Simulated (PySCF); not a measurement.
## The third ionisation energy along group 6

All values are computed (PySCF 2.14, energy differences of UHF-based or UKS calculations, no spin-orbit coupling). Values in eV. The last column holds reference values (NIST; (s) semi-empirical, (t) theoretical, else measured). Unmarked ones compare directly (S terms, centres of terms, or small fine structure); those marked * lie between the lowest fine-structure levels and include a spin-orbit shift.

```tsv
element	configurations	LDA	PBE	PBE0	r2SCAN	MP2 (valence)	SCS-MP2 (valence)	reference
Cr (aug-cc-pVTZ with one added diffuse shell each of s, p, d, f, g type, non-relativistic)	[Ar] 3d4 → [Ar] 3d3	32.105	31.680	31.483	31.242	30.529	30.097	30.959 ± 0.025 *
Mo (aug-cc-pVTZ-PP with one added diffuse shell each of s, p, d, f, g type with ECP28MDF, ECP)	[Kr] 4d4 → [Kr] 4d3	27.534	27.320	27.244	27.107	26.599	26.243	27.13 ± 0.12 (s) *
W (aug-cc-pVTZ-PP with one added diffuse shell each of s, p, d, f, g type with ECP60MDF, ECP)	[Xe] 4f14 5d4 → [Xe] 4f14 5d3	26.298	26.063	25.948	25.839	25.239	24.914	26 ± 0.4 (s) *
```

"Valence" correlates the outer s and p shells and, in groups 3 to 12 and the f block, the outer d or f shell, open or full, or the next shell where the ion has no valence electron left; the wider scheme adds the next inner shell.
